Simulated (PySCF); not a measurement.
**Mo: ionisation energy**

Mo [Kr] 4d5 5s1 (7S) → Mo⁺ [Kr] 4d5 (6S), as a difference of total energies. Calculation: PySCF 2.14, in def2-TZVPPD with the def2 core potential (28 electrons) (6s4p3d2f1g, 56 functions); a scalar-relativistic core potential. Correlated levels: valence and next inner shell: nothing frozen outside the core potential. The calculations carry no spin-orbit coupling.

```json
{"method": "UHF", "ionisation energy (eV)": "6.269", "error (eV)": "-0.823"}
{"method": "MP2 (valence and next inner shell)", "ionisation energy (eV)": "7.114", "error (eV)": "+0.022"}
{"method": "SCS-MP2 (valence and next inner shell)", "ionisation energy (eV)": "6.737", "error (eV)": "-0.355"}
{"method": "CCSD (valence and next inner shell)", "ionisation energy (eV)": "7.006", "error (eV)": "-0.086"}
{"method": "CCSD(T) (valence and next inner shell)", "ionisation energy (eV)": "7.065", "error (eV)": "-0.027"}
```

Reference: 7.092 eV (measured; NIST Atomic Spectra Database, ionization energies).

Errors of the correlated levels include the incompleteness of this basis.
